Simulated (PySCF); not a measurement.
C3H6OSe, SMILES CC[Se]C=O. Atoms are numbered in the order given.

```xyz
11

C     -2.3163     0.2467     0.8769
C     -1.1407    -0.7090     0.8799
Se     0.1394    -0.3976    -0.5642
C      1.2443     0.8417     0.4003
O      2.1935     1.4005    -0.0547
H     -3.0136     0.0013     1.6945
H     -1.9874     1.2880     1.0125
H     -2.8722     0.1957    -0.0711
H     -1.4618    -1.7542     0.7616
H     -0.5708    -0.6590     1.8217
H      0.8925     0.9662     1.4581
```

Coordinates come from a PBE0-D3(BJ)/def2-SVP optimisation. The structure was generated by enumeration, and PubChem lists no compound with its InChIKey, so it may never have been made. One conformer was computed; it need not be the lowest.

Two levels are set side by side: PBE/pcSseg-1 (PySCF) and B3LYP/pcSseg-1 (PySCF). GIAO shifts against H2O (¹⁷O), Me2Se (⁷⁷Se), TMS (¹H), TMS (¹³C) at the same level; non-relativistic, no solvent, atoms listed together averaged. Differences are taken from unrounded values.

```
quantity                PBE
--------------------  -----
δ(¹³C) of C1 (ppm)     23.5
δ(¹³C) of C2 (ppm)     31.5
δ(⁷⁷Se) of Se3 (ppm)  551.9
δ(¹³C) of C4 (ppm)    203.7
δ(¹⁷O) of O5 (ppm)    663.7
δ(¹H) of H11 (ppm)    10.97
```

### Question
These are the PBE values. What does B3LYP give? (An estimate is asked for; the answer gives what the named calculation found.)

### Answer

```json
[
 {"quantity": "δ(¹³C) of C1 (ppm)", "B3LYP": "23.9", "PBE minus B3LYP": "-0.4"},
 {"quantity": "δ(¹³C) of C2 (ppm)", "B3LYP": "31.0", "PBE minus B3LYP": "0.4"},
 {"quantity": "δ(⁷⁷Se) of Se3 (ppm)", "B3LYP": "562.0", "PBE minus B3LYP": "-10.1"},
 {"quantity": "δ(¹³C) of C4 (ppm)", "B3LYP": "209.4", "PBE minus B3LYP": "-5.7"},
 {"quantity": "δ(¹⁷O) of O5 (ppm)", "B3LYP": "690.7", "PBE minus B3LYP": "-27.1"},
 {"quantity": "δ(¹H) of H11 (ppm)", "B3LYP": "10.86", "PBE minus B3LYP": "0.12"}
]
```

Rough cost on one machine, each run with all the roots and properties that it gave: B3LYP against PBE within a factor of 2.
